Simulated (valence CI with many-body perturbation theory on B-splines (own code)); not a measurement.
## E1 transitions of Co¹¹⁺

Computed by relativistic CI+MBPT: six valence electrons over a frozen Dirac-Fock core [Ne], a basis of 9 s, 9 p, 8 d, 6 f, 3 g, 1 h functions for each j, with the one-electron correlation potential Σ1, the two-electron term Σ2, the three-electron term Σ3, Breit, model QED; selected CI, second order for the rest, scaled by the run's own slope (own B-spline code, finite nucleus).

No measured levels were compared; by estimate levels of excited configurations hold to 0.05 to 0.15 % of their energy, terms of the ground configuration to about 0.5 %. Among the levels kept, up to 1500 cm⁻¹ of a level comes from second order outside the variational space, and about a tenth of that is noise between levels of different J, which matters for small intervals.

Lines 1 to 50 of 91 in falling wavelength, among levels below 588990 cm⁻¹, chosen from the strongest by gf and those to the six lowest levels. Wavelengths and rates use the calculated energies, so an error of 200 cm⁻¹ moves a line at 436.9 Å by 0.087 % and its rate by three times that or more. Electric multipoles are in the length gauge, E1 and E2 with the static RPA response of the core. Weak lines are less certain than strong ones. Lines between different terms over intervals too small for the method are left out, as are lines whose strength nearly cancels. Where a level lies close to another of its J and parity, the split of strength between their lines is uncertain. The highest levels of a list are the least certain.

Names give the largest LS component (configuration and term), which can be under half, so a name can repeat, a term be missing and a line seem to break the LS rules; names also repeat where a configuration has a term twice. Letters in brackets count levels of one name in rising energy.

| λ vac (Å) | Upper | Lower | A (s⁻¹) | S (a.u.) |
| --- | --- | --- | --- | --- |
| 436.9 | 3s.3p5 3P°_1 | 3s2.3p4 1S_0 | 2.20e+07 | 2.72e-03 |
| 378.6 | 3s.3p5 3P°_2 | 3s2.3p4 1D_2 | 1.02e+08 | 1.37e-02 |
| 362.6 | 3s.3p5 3P°_1 | 3s2.3p4 1D_2 | 4.27e+06 | 3.02e-04 |
| 344.1 | 3s.3p5 3P°_2 | 3s2.3p4 3P_1 | 8.02e+08 | 8.07e-02 |
| 332.2 | 3s.3p5 3P°_1 | 3s2.3p4 3P_0 | 1.11e+09 | 6.00e-02 |
| 331.3 | 3s.3p5 1P°_1 | 3s2.3p4 1S_0 | 3.11e+08 | 1.68e-02 |
| 330.8 | 3s.3p5 3P°_1 | 3s2.3p4 3P_1 | 8.70e+08 | 4.67e-02 |
| 326.3 | 3s.3p5 3P°_2 | 3s2.3p4 3P_2 | 2.58e+09 | 2.21e-01 |
| 322.8 | 3s.3p5 3P°_0 | 3s2.3p4 3P_1 | 3.69e+09 | 6.12e-02 |
| 314.4 | 3s.3p5 3P°_1 | 3s2.3p4 3P_2 | 1.75e+09 | 8.03e-02 |
| 304.7 | 3s2.3p3.3d 5D°_1 | 3s2.3p4 1S_0 | 7.81e+04 | 3.27e-06 |
| 286.8 | 3s.3p5 1P°_1 | 3s2.3p4 1D_2 | 8.92e+09 | 3.11e-01 |
| 277.5 | 3s2.3p3.3d 3D°_1 [a] | 3s2.3p4 1S_0 | 2.79e+06 | 8.83e-05 |
| 267.4 | 3s.3p5 1P°_1 | 3s2.3p4 3P_0 | 1.76e+05 | 4.97e-06 |
| 266.6 | 3s2.3p3.3d 5D°_1 | 3s2.3p4 1D_2 | 8.53e+05 | 2.39e-05 |
| 266.5 | 3s.3p5 1P°_1 | 3s2.3p4 3P_1 | 2.61e+07 | 7.30e-04 |
| 266.4 | 3s2.3p3.3d 5D°_2 | 3s2.3p4 1D_2 | 9.57e+05 | 4.47e-05 |
| 266.1 | 3s2.3p3.3d 5D°_3 | 3s2.3p4 1D_2 | 3.19e+05 | 2.08e-05 |
| 255.7 | 3s.3p5 1P°_1 | 3s2.3p4 3P_2 | 3.98e+08 | 9.86e-03 |
| 249.8 | 3s2.3p3.3d 5D°_1 | 3s2.3p4 3P_0 | 1.84e+07 | 4.24e-04 |
| 249.2 | 3s2.3p3.3d 5D°_0 | 3s2.3p4 3P_1 | 1.59e+08 | 1.21e-03 |
| 249.1 | 3s2.3p3.3d 3D°_2 [a] | 3s2.3p4 1D_2 | 1.46e+07 | 5.58e-04 |
| 249.0 | 3s2.3p3.3d 5D°_1 | 3s2.3p4 3P_1 | 4.69e+07 | 1.07e-03 |
| 248.8 | 3s2.3p3.3d 5D°_2 | 3s2.3p4 3P_1 | 4.27e+04 | 1.63e-06 |
| 246.8 | 3s2.3p3.3d 3D°_3 [a] | 3s2.3p4 1D_2 | 8.75e+05 | 4.55e-05 |
| 245.6 | 3s2.3p3.3d 3D°_1 [a] | 3s2.3p4 1D_2 | 7.33e+05 | 1.61e-05 |
| 242.2 | 3s2.3p3.3d 3F°_2 [a] | 3s2.3p4 1D_2 | 5.30e+05 | 1.86e-05 |
| 240.0 | 3s2.3p3.3d 3F°_3 [a] | 3s2.3p4 1D_2 | 1.58e+07 | 7.54e-04 |
| 239.6 | 3s2.3p3.3d 5D°_1 | 3s2.3p4 3P_2 | 8.89e+07 | 1.81e-03 |
| 239.4 | 3s2.3p3.3d 5D°_2 | 3s2.3p4 3P_2 | 9.91e+07 | 3.36e-03 |
| 239.2 | 3s2.3p3.3d 5D°_3 | 3s2.3p4 3P_2 | 3.74e+07 | 1.77e-03 |
| 233.8 | 3s2.3p3.3d 3D°_1 [b] | 3s2.3p4 1S_0 | 7.85e+07 | 1.49e-03 |
| 233.7 | 3s2.3p3.3d 3D°_2 [a] | 3s2.3p4 3P_1 | 9.79e+06 | 3.08e-04 |
| 231.4 | 3s2.3p3.3d 3P°_1 [a] | 3s2.3p4 1S_0 | 7.02e+05 | 1.29e-05 |
| 231.3 | 3s2.3p3.3d 3D°_1 [a] | 3s2.3p4 3P_0 | 2.71e+04 | 4.96e-07 |
| 230.6 | 3s2.3p3.3d 3D°_1 [a] | 3s2.3p4 3P_1 | 2.08e+07 | 3.77e-04 |
| 227.6 | 3s2.3p3.3d 3F°_2 [a] | 3s2.3p4 3P_1 | 2.90e+05 | 8.45e-06 |
| 227.1 | 3s2.3p3.3d 3G°_3 | 3s2.3p4 1D_2 | 7.86e+07 | 3.18e-03 |
| 226.1 | 3s2.3p3.3d 1S°_0 | 3s2.3p4 3P_1 | 8.02e+07 | 4.57e-04 |
| 225.4 | 3s2.3p3.3d 3D°_2 [a] | 3s2.3p4 3P_2 | 6.07e+07 | 1.71e-03 |
| 223.5 | 3s2.3p3.3d 3D°_3 [a] | 3s2.3p4 3P_2 | 2.17e+06 | 8.38e-05 |
| 222.5 | 3s2.3p3.3d 3D°_1 [a] | 3s2.3p4 3P_2 | 3.20e+07 | 5.21e-04 |
| 219.7 | 3s2.3p3.3d 3F°_2 [a] | 3s2.3p4 3P_2 | 3.98e+07 | 1.04e-03 |
| 217.9 | 3s2.3p3.3d 3F°_3 [a] | 3s2.3p4 3P_2 | 1.72e+07 | 6.16e-04 |
| 217.3 | 3s2.3p3.3d 1D°_2 | 3s2.3p4 1D_2 | 1.07e+09 | 2.71e-02 |
| 210.7 | 3s2.3p3.3d 3D°_1 [b] | 3s2.3p4 1D_2 | 5.31e+08 | 7.34e-03 |
| 208.7 | 3s2.3p3.3d 3P°_1 [a] | 3s2.3p4 1D_2 | 5.10e+08 | 6.87e-03 |
| 208.1 | 3s2.3p3.3d 3F°_3 [b] | 3s2.3p4 1D_2 | 1.21e+08 | 3.75e-03 |
| 207.8 | 3s2.3p3.3d 3S°_1 [a] | 3s2.3p4 1S_0 | 1.00e+09 | 1.33e-02 |
| 207.7 | 3s2.3p3.3d 3F°_2 [b] | 3s2.3p4 1D_2 | 1.16e+08 | 2.56e-03 |
